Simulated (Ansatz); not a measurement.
Species: CH$_{9}$Ge$_{3}$NO, SMILES `[NH2][GeH2][GeH2][GeH2][CH]=O` (charge 0, multiplicity 1).

Give a relaxed geometry from PBE0-D4/def2-SVP run with Ansatz (a program for electronic structure).

This is not unique; one that fits is the end point of this relaxation, one of several conformers (outside a Z-matrix the atoms follow the SMILES, hydrogens last).
Cartesian coordinates (Å) in one orientation:
```xyz
15

N     -2.753    -0.929     0.519
Ge    -2.239     0.548    -0.457
Ge     0.102     0.958     0.020
Ge     0.974     2.779    -1.327
C      2.901     3.069    -0.860
O      3.790     2.511    -1.441
H     -3.745    -1.142     0.453
H     -2.233    -1.773     0.292
H     -2.428     0.414    -1.992
H     -3.105     1.723     0.034
H      0.292     1.301     1.511
H      0.935    -0.303    -0.287
H      0.184     4.073    -1.033
H      0.888     2.439    -2.824
H      3.122     3.760     0.001
```
